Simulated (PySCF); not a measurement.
I3Sb. Atoms are numbered in the order given.

```xyz
4

Sb     0.0000     0.0000     0.9598
I      2.1276     1.2284    -0.3078
I      0.0000    -2.4567    -0.3078
I     -2.1276     1.2284    -0.3078
```

Coordinates come from a PBE-D3(BJ)/def2-SVP optimisation. The isomer is the one that the SMILES or the coordinates give; other isomers of the formula were not compared. The def2 effective core potentials stand for the cores of I, Sb; spin–orbit coupling is left out.

All values below come from CAM-B3LYP/def2-TZVP run with PySCF.

**Question.** Estimate the frontier levels, gap, dipole moment and polarisability. (The exact figures need the calculation; the answer reports its results.)

**Answer.** 
- highest occupied level: -8.62 eV
- lowest empty level: -2.10 eV
- orbital gap: 6.52 eV
- dipole moment: 1.75 D
- quadrupole, principal values (traceless, Buckingham form, about the centre of nuclear charge): -2.09, -2.09, 4.19 D·Å
- mean static polarisability: 145.9 bohr³ (21.62 Å³)
- polarisability, principal values: 104.0, 166.8, 166.8 bohr³
